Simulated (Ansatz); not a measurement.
Species: C3H8ClSi (charge -1, singlet). It need not be the lowest isomer of its formula. Whether it binds its extra electron was not tested at this geometry. SMILES: Cl[Si]([CH2-])(C)C
Coordinates optimised at B3LYP-D3(BJ)/def2-TZVP (Ansatz, a first-principles code):
```
Si
C 1 1.7411
H 2 1.0886 1 119.96
H 2 1.0886 3 113.06 1 150.68
C 1 1.8947 2 114.80 3 -169.64
H 5 1.0919 1 111.51 2 -172.32
H 5 1.0930 6 107.92 1 -120.71
H 5 1.0933 6 109.17 7 -117.14
C 1 1.8947 2 114.80 3 -41.69
H 9 1.0919 1 111.51 2 172.32
H 9 1.0930 10 107.92 1 120.71
H 9 1.0933 10 109.17 11 117.14
Cl 1 2.2999 2 121.74 3 74.33
```
Charge -1, spin multiplicity 1.

Parts of the frozen-core correlation energy in 6-31G (Ansatz, hartree). Frozen orbitals: 13; correlated occupied orbitals by spin: 16 and 16; virtual: 40 and 40. Spin-orbit coupling is left out. Non-relativistic.

```json
[
 {"term": "reference (HF)", "value": "-866.59537"},
 {"term": "MP2 opposite-spin", "value": "…"},
 {"term": "MP2 same-spin", "value": "…"},
 {"term": "CCSD correlation", "value": "-0.42444"},
 {"term": "(T)", "value": "…"},
 {"term": "T1 diagnostic", "value": "0.011"},
 {"term": "largest doubles amplitude", "value": "0.063"}
]
```

Problem. Fill in the missing entries.

Solution. 
- MP2 opposite-spin, value: -0.29329
- MP2 same-spin, value: -0.07891
- (T), value: -0.01040
